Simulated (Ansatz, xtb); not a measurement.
BFOSi: which of two structures lies lower

Structure a: `O=B[Si]F`, a singlet. Structure b: a singlet given by its coordinates. Both are isolated molecules in the gas phase, relaxed with PBE0-D3(BJ)/def2-SVP; the shapes shown needn't be the lowest conformers.

a (Å):

```yaml
atoms:
  - { symbol: B, position_ang: [-0.7969, 0.3878, -0.1862] }
  - { symbol: F, position_ang: [1.1615, 1.1378, 1.6392] }
  - { symbol: O, position_ang: [-1.9577, 0.3536, -0.5083] }
  - { symbol: Si, position_ang: [1.2551, 0.3537, 0.2085] }
```

b (Å):

```csv
atom,x (Å),y (Å),z (Å)
B,0.4733,1.2850,1.1429
F,0.5599,-2.0000,-0.5580
O,0.0702,0.1953,0.5727
Si,-0.7425,-1.1349,-0.1278
```

Close contacts (Å): B1–O3 1.29, F2–Si4 1.62, O3–Si4 1.71.

Quicker runs give these differences E(b) − E(a): GFN2-xTB +19.12 kcal/mol; HF/STO-3G +18.92 kcal/mol (at GFN2-xTB geometries); r2SCAN-D4/def2-SVP +9.75 kcal/mol (at GFN2-xTB geometries).

Question: Estimate E(b) − E(a) at the level CCSD(T)/def2-TZVPP.

Answer: Too close to call at this level: CCSD(T)/def2-TZVPP gives E(b) − E(a) = +1.37 kcal/mol.

The same difference at several levels:

```csv
level,geometry,E(b) − E(a) (kcal/mol),departure from the last row (kcal/mol),"job, with rough time for the two"
GFN2-xTB,GFN2-xTB,+19.12,+17.75,"optimisation, 0.56 s"
HF/STO-3G,GFN2-xTB,+18.92,+17.55,"single point, 0.86 s"
r2SCAN-D4/def2-SVP,GFN2-xTB,+9.75,+8.38,"single point, 4.7 s"
PBE0-D3(BJ)/def2-SVP,PBE0-D3(BJ)/def2-SVP,+8.94,+7.57,"optimisation, 46 s"
HF/def2-TZVPP,PBE0-D3(BJ)/def2-SVP,−7.49,−8.86,part of the CCSD(T) run
MP2/def2-TZVPP,PBE0-D3(BJ)/def2-SVP,+4.83,+3.46,part of the CCSD(T) run
CCSD(T)/def2-TZVPP,PBE0-D3(BJ)/def2-SVP,+1.37,,"single point, 44 s"
```

HF/def2-TZVPP puts the two in the other order. The largest departure from CCSD(T)/def2-TZVPP is that of GFN2-xTB, 17.75 kcal/mol.

With harmonic frequencies from PBE0-D3(BJ)/def2-SVP (ideal gas, rigid rotor, one conformer each, 298.15 K, 1 atm): the zero-point term adds −0.71 kcal/mol; ΔH is +0.77 and ΔG +0.51 kcal/mol.

The correlated steps freeze 8 core orbitals. Codes used: Ansatz 0.2.0, xtb 6.7.1; the last row on 1 thread of Intel(R) Xeon(R) Processor @ 2.50GHz (Skylake/Cascade Lake) on a shared host.
